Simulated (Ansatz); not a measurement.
`[NH2][AlH][CH]=S` + HBr → `[NH2][AlH][Br]` + `C=S` at 298.15 K and 1 bar (ligand exchange at the Al–C bond).

Calculated with Ansatz (gas phase, PBE0-D4/def2-TZVP geometries, no zero-point term in ΔE). CCSD(T)/CBS is the MP2 limit (def2-TZVPP, def2-QZVPP) plus CCSD(T) − MP2 in def2-TZVPP, frozen cores. This one scheme is used for every species. For Br outer-core shells are correlated without core-valence functions, which leaves a few kJ/mol of doubt a bond. Scalar relativity is left out up to krypton. Each species was taken in one conformer, which may not be the lowest.

```json
{"species": "`[NH2][AlH][CH]=S`", "CCSD(T)/CBS energy (Eh)": "-734.95728", "H − E (kJ/mol)": "146.8", "S (J/(mol·K))": "330.9"}
{"species": "HBr", "CCSD(T)/CBS energy (Eh)": "-2573.91920", "H − E (kJ/mol)": "24.6", "S (J/(mol·K))": "198.6"}
{"species": "`[NH2][AlH][Br]`", "CCSD(T)/CBS energy (Eh)": "-2871.94728", "H − E (kJ/mol)": "104.3", "S (J/(mol·K))": "305.6"}
{"species": "`C=S`", "CCSD(T)/CBS energy (Eh)": "-436.98974", "H − E (kJ/mol)": "75.3", "S (J/(mol·K))": "230.7"}
```

H − E and S are ideal-gas, rigid-rotor, harmonic terms from PBE0-D4/def2-TZVP, for one conformer and one mirror image of each species. 1 Eh = 2625.50 kJ/mol, R = 8.31446 J/(mol·K).

Q: By hand: ΔE, ΔH, ΔS and ΔG.

A: ΔE = (-2871.94728) + (-436.98974) − (-734.95728) − (-2573.91920) = -0.06054 Eh = -158.9 kJ/mol. Δ(H − E) = 104.3 + 75.3 − 146.8 − 24.6 = 8.2, so ΔH = -150.7 kJ/mol. ΔS = 305.6 + 230.7 − 330.9 − 198.6 = 6.8 J/(mol·K). ΔG = -150.7 − 298.15 × (6.8)/1000 = -152.7 kJ/mol.

Q: By hand: the equilibrium constant, and the temperature at which ΔG would vanish if ΔH and ΔS stayed fixed.

A: log₁₀ K = −ΔG/(RT ln 10) = 26.8. ΔH and −TΔS have one sign here, so there is no such temperature.

The number of gas molecules stays the same, so ΔS is small and ΔH decides. A doubt of 5 kJ/mol in ΔE shifts log₁₀ K by 0.9 here. Other conformers and mirror images would add mixing entropy, several J/(mol·K) or more a flexible species. These are equilibria of isolated gas molecules and say nothing of rates. Largest T1 diagnostic: 0.016 (customary marks: 0.02 for closed shells, 0.045 for open ones).

ΔS is within the doubt of such terms, so its sign, and with it that verdict, could turn.
